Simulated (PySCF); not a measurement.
ClF3H2OSi2, SMILES F[Si](F)(F)O[SiH2]Cl. Geometry: PBE-D3(BJ)/def2-SVP. This is a generated structure with no PubChem entry under its InChIKey; it may be hypothetical. One conformer was computed; it need not be the lowest.

### Question
Give the equilibrium geometry at PBE-D3(BJ)/def2-SVP (PySCF confirms it by a frequency run) as bond lengths and angles. (Estimate from the structure and the level; the computed values follow.)

### Answer
One answer among several that fit: 
Atoms: Si1 F2 F3 F4 O5 Si6 Cl7 H8 H9. Bonded distances (Å): Si1–F2 1.608, Si1–F3 1.608, Si1–F4 1.611, Si1–O5 1.633, O5–Si6 1.678, Si6–Cl7 2.071, Si6–H8 1.491, Si6–H9 1.494. Bond angles (°): F2–Si1–F3 108.2, F2–Si1–F4 108.6, F2–Si1–O5 109.5, F3–Si1–F4 108.4, F3–Si1–O5 111.2, F4–Si1–O5 110.8, Si1–O5–Si6 140.4, O5–Si6–Cl7 109.3, O5–Si6–H8 106.9, O5–Si6–H9 109.4, Cl7–Si6–H8 109.4, Cl7–Si6–H9 108.5, H8–Si6–H9 113.3.
Charge 0, spin multiplicity 1.
